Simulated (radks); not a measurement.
Values are calculated unless marked as measured or tabulated.
The chlorine anion Cl- inside a hard spherical wall (all orbitals vanish at R), configuration held at [Ar] and not refilled when levels cross. Level of theory: non-relativistic Kohn-Sham, PBEsol, spin-polarised, spherical densities, point nucleus (a radial shooting solver on a logarithmic mesh with Libxc functionals). Eigenvalues in eV for spin up, with the zero of energy where the potential of the charges vanishes at infinity; a dash marks a level that is unbound or too diffuse for the functional's potential to be trusted. A positive occupied level is held by the wall or, in an anion where self-interaction has pushed it up, behind a barrier. The pressure on the wall is -dE/dV.

R (bohr),E (hartree),kinetic (hartree),e(2s),e(2p),e(3s),e(3p),"e(4s, empty)","e(4p, empty)",pressure (GPa)
12,-459.42037,458.759,-240.50,-181.37,-11.097,0.274,3.965,4.778,0.00158
8,-459.41691,458.780,-240.19,-181.07,-10.837,0.519,6.469,8.571,0.122
7,-459.41108,458.812,-239.85,-180.73,-10.563,0.783,8.002,10.791,0.450
3,-457.97137,464.441,-218.94,-159.55,4.203,17.193,64.813,74.870,622
2,-450.45201,486.330,-175.95,-115.39,45.787,62.817,205.74,214.56,10700
1.5,-432.24079,530.481,-122.77,-59.654,130.76,149.41,449.82,442.87,68700
